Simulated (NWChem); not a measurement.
System: C₄H₄O₂; SMILES C1=COC=CO1

Input file for NWChem:

```
start job
memory heap 200 mb stack 900 mb global 1100 mb
geometry units angstroms noautoz
  C      1.150659     0.672209     0.000000
  C      1.150659    -0.672209     0.000000
  O      0.000000    -1.449319     0.000000
  C     -1.150659    -0.672209     0.000000
  C     -1.150659     0.672209     0.000000
  O      0.000000     1.449319     0.000000
  H      2.071179     1.269036     0.000000
  H      2.071179    -1.269036     0.000000
  H     -2.071179    -1.269036     0.000000
  H     -2.071179     1.269036     0.000000
end
basis spherical
  * library 6-31g*
end
dft
  xc b3lyp
  iterations 150
  vectors input atomic output neutral.movecs
end
task dft energy
charge 1
dft
  odft
  mult 2
  vectors input atomic output cation.movecs
end
task dft energy
```

Structure relaxed at the PBE-D3(BJ)/def2-SVP level.

Ions are spin-unrestricted doublets at the neutral geometry; other ion states weren't tried.

Q: Predict the main results of this run. (B3LYP/6-31G* (spherical d), vertical spin-unrestricted ions.) Quantities: vertical ionisation energy, ΔSCF (eV); −ε(HOMO) (eV).

A: 
```json
{
  "vertical ionisation energy, ΔSCF (eV)": "7.46",
  "−ε(HOMO) (eV)": "4.92"
}
```
